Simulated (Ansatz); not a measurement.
Basis-set series for CH5BClFOSi (`OCB(F)[SiH2]Cl`). Total charge 0; spin multiplicity 1. The geometry is a stationary point of PBE0-D4/def2-TZVP. It is one conformer, not always the lowest.

```
functional       basis  functions  energy (Eh)  HOMO (eV)  LUMO (eV)
   PBE0-D4    def2-SVP        117   -989.86327      -7.52      -1.79
   PBE0-D4  def2-QZVPP        518   -990.44569      -7.71      -1.94
   ωB97M-V    def2-SVP        117   -990.25835      -9.80       0.28
   ωB97M-V  def2-QZVPP        518   -990.84503      -9.99       0.00
```

**Question.** Give the rows for def2-TZVPP. (Estimate.)

**Answer.** Computed: 
```tsv
functional	basis	functions	energy (Eh)	HOMO (eV)	LUMO (eV)
PBE0-D4	def2-TZVPP	278	-990.40936	-7.68	-1.90
ωB97M-V	def2-TZVPP	278	-990.81067	-9.95	0.09
```

Positive LUMOs are unbound and depend on the basis.
